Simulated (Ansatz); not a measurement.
CH3BrClSi: structure from calculated spectroscopic constants

These gas-phase data were calculated for one isomer of CH3BrClSi at PBE0-D3(BJ)/pcseg-1 (harmonic, unscaled wavenumbers; equilibrium rotational constants with average atomic masses):

| Item | Value |
| --- | --- |
| rotational constants | 4.108, 1.458, 1.132 GHz |
| all wavenumbers above 1500 cm⁻¹ | 3187, 3174, 3064 |
| dipole moment | 2.09 D (PBE0/def2-TZVPD) |

Candidates:

(1) `[CH2][Si@H](Cl)Br`, a doublet
(2) `C[Si](Cl)Br`, a doublet

Task: Which structure fits?

Result: Candidate (2). No mode falls between 2000 and 2380 cm⁻¹, where the Si–H stretch of (1) would stand.

The same quantities for all candidates:

|  | rotational constants (GHz) | wavenumbers above 1500 cm⁻¹ | dipole (D) | E above the lowest, PBE0-D3(BJ)/pcseg-1 (kcal/mol) |
| --- | --- | --- | --- | --- |
| (1) | 4.172, 1.476, 1.164 | 3278, 3165, 2307 | 1.97 | 15.8 |
| (2) | 4.108, 1.458, 1.132 | 3187, 3174, 3064 | 2.09 | 0.0 |

Harmonic stretches to hydrogen usually lie a few per cent above observed fundamentals. Each candidate is one conformer. Open shells are spin-unrestricted. Programs: Ansatz 0.2.0.
